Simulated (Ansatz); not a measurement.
Consider the ligand exchange at the Si–O bond: `[NH2][GaH][O][SiH2]O` + `[SiH3][SiH2]S` → `O[SiH2]S[SiH2][SiH3]` + `[NH2][GaH][OH]`.

Computed with Ansatz on PBE0-D4/def2-TZVP structures; ΔE is electronic, products minus reactants. CBS: MP2 limit from def2 TZ/QZ plus the TZ coupled-cluster correction, frozen cores. DFT in def2-TZVPP. For Ga outer-core shells are correlated without core-valence functions, which leaves a few kJ/mol of doubt a bond. Scalar relativity is left out up to krypton. One conformer a species, not always the lowest.

```csv
level,ΔE (kJ/mol)
B2PLYP,66.5
PBE0,52.9
```

(1) What does CCSD(T)/CBS give? (An estimate is asked.)

Largest T1 diagnostic among the species: 0.014.

## Answers

(1) The calculation gave: +59.7 kJ/mol. The listed levels differ from it by 6.8, -6.8 kJ/mol.

The D4 term adds −3.4 kJ/mol with B3LYP and −2.0 kJ/mol with PBE0; it sums over pairs of atoms, weighted by their polarisabilities, and B3LYP, whose exchange is more repulsive, gets the larger term. From PBE to PBE0 (25 % exact exchange), in def2-TZVPP and without D4, ΔE moves by +5.3 kJ/mol. In def2-TZVPP, CCSD(T) changes the Hartree–Fock value by −18.0 kJ/mol (the triples alone add −3.8 kJ/mol) and MP2 by −23.0 kJ/mol.

B3LYP here is the variant with VWN-RPA as its local correlation; programs differ in this.
